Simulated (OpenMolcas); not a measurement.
Computed transition rates of neutral antimony

| Item | Value |
| --- | --- |
| Program | OpenMolcas 26.06 |
| Method | SS-RASPT2, IPEA 0.25 Eh, imaginary shift 0.1 Eh (closed shells correlated: 4d) |
| Basis | ANO-RCC [10s9p8d5f3g] |
| Scalar Hamiltonian | DKH2, point nucleus |
| Active space | 5 electrons in 9 orbitals (RAS2 5s 5p; RAS3 5d, at most 2 electrons) |
| State averaging | 2S+1 = 4 odd, 1 root; 2S+1 = 2 odd, 8 roots; 2S+1 = 4 even, 3 roots; 2S+1 = 2 even, 8 roots |
| Spin-orbit coupling | RASSI with atomic mean-field integrals over the reference wave functions, term energies averaged over their components |

Rates come from the transition moments of the reference wave functions (E1 and E2 in the length form). At fixed line strength A goes as λ^-3 for E1 and M1 and as λ^-5 for E2, so a rate at the computed wavelength can be rescaled to the measured one. Measured vacuum wavelengths follow from level energies in NIST Handbook of Basic Atomic Spectroscopic Data. Branching counts decays inside the model space alone, at computed energies, and the table is only a selection of the E2 and M1 lines, drawn from those between levels with measured partners whose computed energy lies within a factor of 1.5 of the measured one.

```json
{"Upper": "5s² 5p³ ²P°_3/2", "Lower": "5s² 5p³ ⁴S°_3/2", "Type": "M1", "λ computed (nm)": "546.6", "λ measured (nm)": "541.6", "A computed (s-1)": "4.39e+00", "A rescaled (s-1)": "", "Branching %": "50.3"}
{"Upper": "5s² 5p³ ²P°_3/2", "Lower": "5s² 5p³ ²D°_3/2", "Type": "M1", "λ computed (nm)": "1047", "λ measured (nm)": "1005", "A computed (s-1)": "2.75e+00", "A rescaled (s-1)": "", "Branching %": "31.5"}
{"Upper": "5s² 5p³ ²P°_1/2", "Lower": "5s² 5p³ ⁴S°_3/2", "Type": "M1", "λ computed (nm)": "593.1", "λ measured (nm)": "609.9", "A computed (s-1)": "2.45e+00", "A rescaled (s-1)": "", "Branching %": "65.3"}
{"Upper": "5s² 5p³ ²P°_3/2", "Lower": "5s² 5p³ ²D°_5/2", "Type": "M1", "λ computed (nm)": "1173", "λ measured (nm)": "1161", "A computed (s-1)": "1.10e+00", "A rescaled (s-1)": "", "Branching %": "12.6"}
{"Upper": "5s² 5p³ ²P°_1/2", "Lower": "5s² 5p³ ²D°_3/2", "Type": "M1", "λ computed (nm)": "1232", "λ measured (nm)": "1269", "A computed (s-1)": "9.79e-01", "A rescaled (s-1)": "", "Branching %": "26.1"}
{"Upper": "5s² 5p³ ²D°_3/2", "Lower": "5s² 5p³ ⁴S°_3/2", "Type": "M1", "λ computed (nm)": "1143", "λ measured (nm)": "1175", "A computed (s-1)": "6.10e-01", "A rescaled (s-1)": "", "Branching %": "99.1"}
{"Upper": "5s² 5p³ ²P°_3/2", "Lower": "5s² 5p³ ²D°_5/2", "Type": "E2", "λ computed (nm)": "1173", "λ measured (nm)": "1161", "A computed (s-1)": "3.09e-01", "A rescaled (s-1)": "3.25e-01", "Branching %": "3.5"}
{"Upper": "5s² 5p³ ²P°_1/2", "Lower": "5s² 5p³ ²D°_3/2", "Type": "E2", "λ computed (nm)": "1232", "λ measured (nm)": "1269", "A computed (s-1)": "2.15e-01", "A rescaled (s-1)": "1.85e-01", "Branching %": "5.7"}
{"Upper": "5s² 5p³ ²P°_3/2", "Lower": "5s² 5p³ ²D°_3/2", "Type": "E2", "λ computed (nm)": "1047", "λ measured (nm)": "1005", "A computed (s-1)": "1.56e-01", "A rescaled (s-1)": "1.91e-01", "Branching %": "1.8"}
{"Upper": "5s² 5p³ ²P°_1/2", "Lower": "5s² 5p³ ²D°_5/2", "Type": "E2", "λ computed (nm)": "1410", "λ measured (nm)": "1529", "A computed (s-1)": "8.06e-02", "A rescaled (s-1)": "5.38e-02", "Branching %": "2.1"}
{"Upper": "5s² 5p³ ²P°_1/2", "Lower": "5s² 5p³ ⁴S°_3/2", "Type": "E2", "λ computed (nm)": "593.1", "λ measured (nm)": "609.9", "A computed (s-1)": "2.95e-02", "A rescaled (s-1)": "", "Branching %": "0.8"}
{"Upper": "5s² 5p³ ²D°_5/2", "Lower": "5s² 5p³ ⁴S°_3/2", "Type": "M1", "λ computed (nm)": "1023", "λ measured (nm)": "1015", "A computed (s-1)": "2.75e-02", "A rescaled (s-1)": "", "Branching %": "53.8"}
{"Upper": "5s² 5p³ ²D°_5/2", "Lower": "5s² 5p³ ⁴S°_3/2", "Type": "E2", "λ computed (nm)": "1023", "λ measured (nm)": "1015", "A computed (s-1)": "1.32e-02", "A rescaled (s-1)": "", "Branching %": "25.9"}
{"Upper": "5s² 5p³ ²D°_5/2", "Lower": "5s² 5p³ ²D°_3/2", "Type": "M1", "λ computed (nm)": "9761", "λ measured (nm)": "7452", "A computed (s-1)": "1.03e-02", "A rescaled (s-1)": "2.31e-02", "Branching %": "20.3"}
{"Upper": "5s² 5p³ ²D°_3/2", "Lower": "5s² 5p³ ⁴S°_3/2", "Type": "E2", "λ computed (nm)": "1143", "λ measured (nm)": "1175", "A computed (s-1)": "5.23e-03", "A rescaled (s-1)": "", "Branching %": "0.9"}
```

Spin-changing lines and M1 lines between different terms are not rescaled, since their strength hangs on the term gaps too.

The largest correction is for 5s² 5p³ ²D°_5/2 → 5s² 5p³ ²D°_3/2 (M1): 1.03e-02 × (9761 / 7452)^3 = 2.31e-02 s-1, a factor of 2.25.

No measured rate stands beside these. Rescaling mends the energy factor alone: line strengths can still be far off where a level mixes with configurations outside the active space, and weak or spin-changing lines hang on small mixing coefficients that depend on the term gaps too, so rescaling need not improve them.

The run also gave levels led by 5s² 5p² 5d, which use shells meant for correlation; these and all levels above them are left out. Computed and measured levels are paired by configuration, term and J; levels that our copy of the source lacks, or whose pairing is in doubt (as where it misses far off the trend of its configuration), stay unpaired. Only configurations of the active space appear.

° marks odd parity.
